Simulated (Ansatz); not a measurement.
Geometry optimisation, RKS LDA/def2-SVP in Ansatz.

Input:

```yaml
crystal:
  periodic: [false, false, false]
  atoms:
    - { symbol: O, position_ang: [-0.41944, -0.56226, 0.0469] }
    - { symbol: Te, position_ang: [1.21967, 0.84357, 0.12051] }
    - { symbol: H, position_ang: [-0.7412, -0.85607, 0.92057] }
    - { symbol: H, position_ang: [-0.26076, -1.33925, -0.5227] }
    - { symbol: H, position_ang: [0.20173, 1.91401, -0.56528] }
total_charge: 1
basis:
  gaussian: { orbitals: def2-SVP }
hamiltonian:
  xc: lda
relax:
  f_tol: 0.02
  max_steps: 40
scf:
  lower_state_search: "off"
```

Run as:

```bash
$ ansatz run input.yaml --threads 1 --pin off --max-ram 2048MiB --backend cpu --events-out ev --progress --plain --runs-dir out
```

**Question.** Where does it end, and by what steps?

**Answer.** It converged. Limits of this set-up: the dipole of an ion depends on the origin. After 4 steps the energy has fallen by 0.050 eV; O1 moved furthest, 0.10 Å.

| step | energy less start (eV) | largest force component (eV/Å) | accepted |
| --- | --- | --- | --- |
| 0 | 0.0000 | 0.740 | yes |
| 1 | -0.0428 | 0.272 | yes |
| 2 | -0.0477 | 0.199 | yes |
| 3 | -0.0492 | 0.048 | yes |
| 4 | -0.0495 | 0.002 | yes |

```xyz
5
Properties=species:S:1:pos:R:3
O -0.332 -0.592 0.087
Te 1.234 0.840 0.129
H -0.786 -0.850 0.925
H -0.297 -1.341 -0.556
H 0.181 1.942 -0.585
```

Run time: 3.1 s on 1 thread of Arm Neoverse V1, with other jobs on the host, peak memory 0.09 GiB.
